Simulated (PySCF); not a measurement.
## EPR parameters of CH3FOSi

CH₃FOSi (triplet state).
Atom-mapped SMILES: `[CH3:1][O:2][Si:3][F:4]` (hydrogens: H5, H6, H7 on C1)

Cartesian coordinates in Å at the PBE0-D3(BJ)/def2-SVP level; atoms count from 1:
```
atom  x, y, z in Å
C1    -0.9278    0.0427    0.1016
O2     0.2843    0.7675    0.1046
Si3    1.7533    0.1728   -0.4036
F4     2.6916   -0.5573    0.7215
H5    -1.2410   -0.2227   -0.9210
H6    -1.7006    0.6880    0.5445
H7    -0.8532   -0.8812    0.6979
```

The hyperfine couplings belong to this conformer and change with its torsions.

Level of theory: PySCF, UKS B3LYP, IGLO-III on C F O Si, pcH-1 on H, non-relativistic, mean-field spin-orbit, GIAO. Geometry: PBE0-D3(BJ)/def2-SVP, one conformer, isolated molecule. This triplet need not be the ground state; the singlet was not compared here. No stability test was run, so a lower SCF solution isn't excluded.

```
g1, g2, g3                      : 1.99882, 2.00046, 2.00200
g_iso                           : 2.00042
Form of g                       : rhombic: the two nearest values differ by 48 % of g3 − g1
⟨S²⟩                            : 2.0021 (exact 2.0000)
α and β electrons               : 21, 19
HOMO–LUMO gap, α and β orbitals : 4.64, 4.20 eV
```

Hyperfine couplings atom by atom, in 10⁻⁴ cm⁻¹; T1 to T3 are the principal values of the dipolar part (1 × 10⁻⁴ cm⁻¹ = 2.998 MHz):

```tsv
atom	isotope	a_iso	of which spin–orbit	T1	T2	T3	Mulliken spin population
C1	13C	8.4	0.0	-0.6	-0.6	1.3	0.00
O2	17O	-14.1	0.0	-8.9	3.4	5.4	0.08
Si3	29Si	-290.5	0.5	-28.5	4.0	24.5	1.84
F4	19F	69.3	0.4	-49.1	9.5	39.6	0.05
H5	1H	0.6	0.0	-1.0	-0.5	1.6	0.01
H6	1H	2.7	0.0	-0.8	-0.4	1.2	0.01
H7	1H	-0.3	0.0	-1.0	-0.4	1.4	0.00
```

The Mulliken spin populations are largest on Si3 (+1.84) and O2 (+0.08). No atom but Si3 exceeds +0.15.

The 17O coupling of O2 (-42.1 MHz) shows only in satellite lines or after enrichment, since that isotope makes up about 0.038 % of natural oxygen.

The 29Si coupling of Si3 (-870.9 MHz) shows only in satellite lines or after enrichment, since that isotope makes up about 4.7 % of natural silicon.

Time: 17 s of wall time. Hardware: one thread, x86-64 server, no GPU, on a shared host.
